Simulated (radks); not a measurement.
Results of a calculation; reference values are marked as such.
Fractional charge and spin in the 5p shell of iridium: the spin-up occupation runs from 2 to 3 and the spin-down occupation from 2 to 3; the fullest corner is Ir3+, [Kr] 4d10 4f14 5s2 5d(up 3, down 3) 5p(up 3, down 3). Level of theory: scalar-relativistic Kohn-Sham, LDA (Slater exchange, Perdew-Wang correlation), spin-polarised, spherical densities, point nucleus (a radial shooting solver on a logarithmic mesh with Libxc functionals). Energy (eV) minus the two flat planes that join the four corners (they meet along the diagonal where the two added fractions sum to one electron); zero is where a piecewise linear energy would lie.

| down \ up | 2 | 2.25 | 2.5 | 2.75 | 3 |
|---|---|---|---|---|---|
| 2 | 0.000 | -1.617 | -2.147 | -1.604 | 0.000 |
| 2.25 | -1.617 | -2.092 | -1.495 | 0.162 | -1.530 |
| 2.5 | -2.147 | -1.495 | 0.216 | -1.423 | -2.030 |
| 2.75 | -1.604 | 0.162 | -1.423 | -1.977 | -1.515 |
| 3 | 0.000 | -1.530 | -2.030 | -1.515 | 0.000 |

Corners above the fullest one (they belong to Ir4+ and the next ion): (up 3, down 2) 94.313 eV, (up 2, down 3) 94.313 eV, (up 2, down 2) 206.21 eV. With half an added electron in each spin the energy lies 0.216 eV from the planes, and with half an added electron in spin up alone -2.147 eV. The planes are only a guide here: the flat-plane condition holds for ground states with one frontier orbital, while this shell lies below other occupied shells, so the corners above the fullest one are inner-hole states and not the ground states of those ions.
